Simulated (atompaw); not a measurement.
**u(r) = r·R(r): atom against pseudo-atom (silicon (Si))**

Columns: radius, all-electron u(r) and pseudo u(r) of the 3p shell (level -4.16 eV) of silicon in the configuration [Ne] 3s2 3p2; LDA (PW92), scalar-relativistic, PAW (atompaw) scheme, atompaw 4.2.0.5.

```csv
r (bohr),all-electron,pseudo
0.079,-0.0739,0.0010
0.158,-0.1774,0.0043
0.237,-0.2432,0.0100
0.315,-0.2634,0.0186
0.394,-0.2471,0.0308
0.473,-0.2048,0.0471
0.552,-0.1462,0.0679
0.631,-0.0784,0.0935
0.710,-0.0066,0.1241
0.788,0.0647,0.1587
0.867,0.1347,0.1979
0.946,0.2011,0.2402
1.025,0.2628,0.2847
1.104,0.3193,0.3299
1.183,0.3704,0.3744
1.262,0.4160,0.4170
1.340,0.4557,0.4558
1.419,0.4907,0.4907
1.498,0.5208,0.5208
1.577,0.5462,0.5462
1.656,0.5672,0.5672
1.735,0.5842,0.5842
1.813,0.5974,0.5974
1.892,0.6073,0.6073
1.971,0.6142,0.6142
2.050,0.6183,0.6183
```

Question: How many radial nodes do the two functions have?

Answer: The all-electron 3p function has n − l − 1 = 1; the pseudo-wave has 0, since the states of the same l below it are removed with the core.

Question: At about which radius was the pseudo-wave matched?

Answer: 1.40 bohr, where the columns begin to agree (steps of 0.08 bohr).

Question: Is the pseudo-wave norm-conserving?

Answer: No, it belongs to a PAW set: the norm inside the radius is not constrained, and the difference is carried by the augmentation charge.
